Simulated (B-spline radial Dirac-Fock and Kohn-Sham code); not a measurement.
## Binding energies of Pb⁴⁺ in different valence configurations

The computed values come from a radial finite-basis atomic code: Dirac-Fock ΔSCF + Breit + QED. Correlation energy is missing from these numbers.

Reference: the tabulated ground configuration [Xe] 4f14 5d10, with 2p3/2 13085.7 eV, 3s 3908.7 eV, 3d3/2 2637.6 eV, 4p3/2 700.4 eV, 4d3/2 489.6 eV, 5p1/2 158.7 eV, Kα1 74965.1 eV, Kβ1 84928.5 eV.

**Question.** One of these configurations gives the following shifts from the reference, in eV: average energy +15.39, 2p3/2 +5.83, 3s +5.73, 3d3/2 +5.70, 4p3/2 +5.54, 4d3/2 +5.47, 5p1/2 +4.17, Kα1 -0.32, Kβ1 -0.19. Which?
A. [Xe] 4f14 5d9 6s1
B. [Xe] 4f14 5d9 6p1

**Answer.** A. The others give [Xe] 4f14 5d9 6p1: 2p3/2 +7.47.
